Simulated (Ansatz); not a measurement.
`[SiH3][SiH2][SnH3]` + HCl → `Cl[SiH2][SnH3]` + SiH₄ at 298.15 K and 1 bar (cleavage of the Si–Si bond).

Calculated with Ansatz (gas phase, PBE0-D4/def2-TZVP geometries, no zero-point term in ΔE). CCSD(T)/CBS is the MP2 limit (def2-TZVPP, def2-QZVPP) plus CCSD(T) − MP2 in def2-TZVPP, frozen cores. This one scheme is used for every species. Elements past krypton have def2 core potentials. For Sn outer-core shells are correlated without core-valence functions, which leaves a few kJ/mol of doubt a bond.

```tsv
species	CCSD(T)/CBS energy (Eh)	H − E (kJ/mol)	S (J/(mol·K))
`[SiH3][SiH2][SnH3]`	-796.96755	186.1	381.5
HCl	-460.38127	26.6	186.8
`Cl[SiH2][SnH3]`	-965.91563	121.6	350.5
SiH₄	-291.46306	92.1	204.8
```

H − E and S are ideal-gas, rigid-rotor, harmonic terms from PBE0-D4/def2-TZVP. 1 Eh = 2625.50 kJ/mol, R = 8.31446 J/(mol·K).

Task: By hand: ΔE, ΔH, ΔS and ΔG.

Result: ΔE = (-965.91563) + (-291.46306) − (-796.96755) − (-460.38127) = -0.02987 Eh = -78.4 kJ/mol. Δ(H − E) = 121.6 + 92.1 − 186.1 − 26.6 = 1.0, so ΔH = -77.4 kJ/mol. ΔS = 350.5 + 204.8 − 381.5 − 186.8 = -13.0 J/(mol·K). ΔG = -77.4 − 298.15 × (-13.0)/1000 = -73.5 kJ/mol.

Task: By hand: the equilibrium constant, and the temperature at which ΔG would vanish if ΔH and ΔS stayed fixed.

Result: log₁₀ K = −ΔG/(RT ln 10) = 12.9. ΔG = 0 at ΔH/ΔS = 5954 K, far beyond where these terms or the molecules hold.

The number of gas molecules stays the same, so ΔS is small and ΔH decides. A doubt of 5 kJ/mol in ΔE shifts log₁₀ K by 0.9 here. Modes under 60 cm⁻¹, often nearly free rotors, make the harmonic entropy too high. These are equilibria of isolated gas molecules and say nothing of rates. Largest T1 diagnostic: 0.014 (customary marks: 0.02 for closed shells, 0.045 for open ones).
